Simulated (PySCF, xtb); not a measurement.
BCl₂, charge -1, multiplicity 1. Atoms are numbered in the order given.

```xyz
3

B      0.0000     0.0000     1.0173
Cl     0.0000     1.4915    -0.1496
Cl     0.0000    -1.4915    -0.1496
```
Charge -1, spin multiplicity 1.

The structure is a stationary point at PBE0-D3(BJ)/def2-TZVPD.

Method: PySCF with IEF-PCM-ωB97X/def2-SVPD.

The values are the electrostatic part of the solvation free energy, E(continuum) − E(gas) at the gas-phase geometry, in a cavity of scaled van der Waals radii (PySCF's table); cavitation and dispersion terms are not included. In vacuum the orbital gap is 8.43 eV.

```tsv
solvent	ε	ΔG(elec) (kcal/mol)	gap (eV)
water	78.36	-55.0	8.60
benzene	2.27	-30.6	8.50
chlorobenzene	5.70	-45.6	8.56
```

For comparison, GFN2-xTB/ALPB(water) (xtb, at the GFN2-xTB geometry, all terms of that model) gives -56.1 kcal/mol.
